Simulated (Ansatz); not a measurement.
A search over several starts for the lowest SCF solution of CdMeBr (CH₃BrCd) at the given spin, in a small basis.

```yaml
crystal:
  periodic: [false, false, false]
  atoms:
    - {symbol: Cd, position_ang: [-0.004834, 0.001764, -1.177590]}
    - {symbol: C, position_ang: [0.003152, 0.000602, 0.922422]}
    - {symbol: H, position_ang: [-0.446548, 0.922418, 1.290281]}
    - {symbol: H, position_ang: [1.029181, -0.070679, 1.282465]}
    - {symbol: H, position_ang: [-0.568666, -0.852146, 1.287630]}
    - {symbol: Br, position_ang: [-0.012285, -0.001968, -3.605208]}
basis:
  gaussian: {orbitals: def2-SVP, initial_orbitals: start.molden}
hamiltonian: {xc: pbe0, dispersion: d4}
output: {orbitals: {seedname: orbitals}}
```

The file start.molden holds the orbitals of an earlier run on this structure, at another level or in another basis.

```sh
$ ansatz run in.yaml --threads 4 --pin off --events-out ev --progress --plain --max-ram 3916MiB
```

It prints (some lines left out):

```
Functional definition: PBE0
937 factors; integrals over basis functions are off by at most 1.1e-3 eV
mean field evaluation 1: about -75678.7199 eV, gradient 8.8e0 eV
mean field evaluation 2: about -75678.7649 eV, gradient 6.4e-2 eV
mean field evaluation 4: about -75678.8843 eV, gradient 8.1e-4 eV
mean field evaluation 8: about -75672.8670 eV, gradient 4.8e1 eV
mean field evaluation 16: about -75678.8843 eV, gradient 8.3e-2 eV
mean field -75678.88428356 eV, -2781.1477004308 hartree, gradient 1.7e-5 eV, S^2 0.000000; 1 other end points of the search recorded, 0 dependent functions left out
reference -75678.88431325 eV, -2781.1477015219 hartree; 32, 32 occupied and 60, 60 virtual orbitals, 937 factors
Total energy: -75678.97139942 eV, -2781.1509018793 hartree
```

Run time 1.7 s (4 threads of Intel Xeon Platinum 8488C on a shared host).

In the def2 sets Cd takes a core potential; there is no spin–orbit coupling.
